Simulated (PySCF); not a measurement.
Basis and Hamiltonian dependence of the ionisation energy of Al²⁺

Al²⁺ [Ne] 3s1 (2S) → Al³⁺ [Ne] (1S). Calculated with PySCF 2.14 from differences of total energies of unrestricted determinants, without spin-orbit coupling. Values in eV.

| basis | Hamiltonian | functions | UHF | PBE | PBE0 | CCSD(T) (valence and next inner shell) |
| --- | --- | --- | --- | --- | --- | --- |
| aug-cc-pV(D+d)Z | non-relativistic | 32 | 28.010 | 28.733 | 28.613 | n/a |
| pcseg-2 | non-relativistic | 34 | 28.020 | n/a | 28.671 | n/a |
| cc-pVTZ-DK | spin-free X2C | 34 | 28.087 | 28.862 | n/a | n/a |
| def2-TZVPPD | non-relativistic | 48 | 28.021 | 28.779 | 28.648 | 28.284 |
| dyall-av2z | non-relativistic | 50 | 28.035 | 28.800 | 28.667 | n/a |
| aug-cc-pVTZ-DK | spin-free X2C | 50 | 28.087 | 28.863 | 28.728 | n/a |
| x2c-TZVPPall with one added diffuse shell each of s, p, d type | spin-free X2C | 51 | 28.070 | 28.830 | 28.699 | 28.334 |
| aug-cc-pV(T+d)Z | non-relativistic | 55 | 28.039 | 28.811 | 28.677 | n/a |
| def2-QZVPPD | non-relativistic | 76 | 28.040 | 28.823 | 28.685 | 28.347 |
| aug-cc-pVQZ-DK | spin-free X2C | 84 | 28.091 | 28.886 | 28.745 | n/a |
| x2c-QZVPPall with one added diffuse shell each of s, p, d, f type | spin-free X2C | 86 | 28.089 | 28.874 | 28.736 | 28.398 |
| aug-cc-pCVTZ-DK with one added diffuse shell each of s, p, d, f type | spin-free X2C | 91 | 28.088 | 28.868 | 28.731 | 28.366 |
| dyall-acv3z | non-relativistic | 113 | 28.040 | 28.821 | 28.683 | n/a |
| aug-cc-pV(5+d)Z | non-relativistic | 136 | 28.040 | 28.819 | 28.682 | n/a |

Frozen in the all-electron rows: valence: [Ne]; valence and next inner shell: 1s2.

Reference for a calculation without spin-orbit coupling: 28.448 eV (measured, between term centres; NIST).
